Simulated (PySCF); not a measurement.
sulfur difluoride (F₂S), SMILES FSF. Coordinates come from a PBE-D3(BJ)/def2-TZVP optimisation.

These are PBE-D3(BJ)/def2-TZVP (PySCF 2.14.0) values and carry that method's errors.

Harmonic wavenumbers (cm⁻¹): 325, 770, 796. Rotational constants (GHz): 26.47, 8.714, 6.555; symmetry number 2.

Question: Work out the zero-point energy and the ideal-gas rigid-rotor harmonic-oscillator thermochemistry at 298.15 K and 1 atm.

Answer: ZPE = ½ Σ hcν = ½ × 1891 cm⁻¹ = 11.31 kJ/mol. H − E(el) = 22.69 kJ/mol. Entropy in J/(mol K): translation 161.74, rotation 89.96, vibration 7.24, total 258.94. G − E(el) = -54.51 kJ/mol. Cp = 45.74 J/(mol K).
